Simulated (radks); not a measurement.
All-electron atom: the chromium ion Cr22+ in [He].

All-electron calculation, scalar-relativistic Kohn-Sham, PBE, spin-unpolarised, spherical densities, point nucleus. Program: a radial shooting solver on a logarithmic mesh with Libxc functionals.

Energy parts (eV):
total: -15379.514
kinetic: 15615.349
electron-nucleus: -31407.660
Hartree: 812.594
exchange-correlation: -399.797

Orbitals (lengths in bohr, moments of r in powers of bohr; <r^-3> diverges for s and p1/2; r(max) is where P^2 peaks; r(90%) holds 90 % of the orbital's charge):
orbital,occ.,eigenvalue (eV),<r^-3>,r(90%),<r>,r(max)
1s,2,-7338.355,-,0.112,0.06293,0.04145
2s,0,-1749.682,-,0.393,0.2578,0.2234
2p,0,-1708.433,514.0,0.351,0.2190,0.1746

The highest occupied level is 1s at -7338.4 eV. The density falls to 0.001 e/bohr^3 at r = 0.34 bohr. For comparison, the ionisation energy in NIST's Atomic Spectra Database is 7481.9 eV (theoretical). In exact Kohn-Sham theory the highest level is minus the ionisation energy, but local and semilocal functionals leave it too shallow, through self-interaction and a potential that decays too fast; potentials with the right tail come closer.
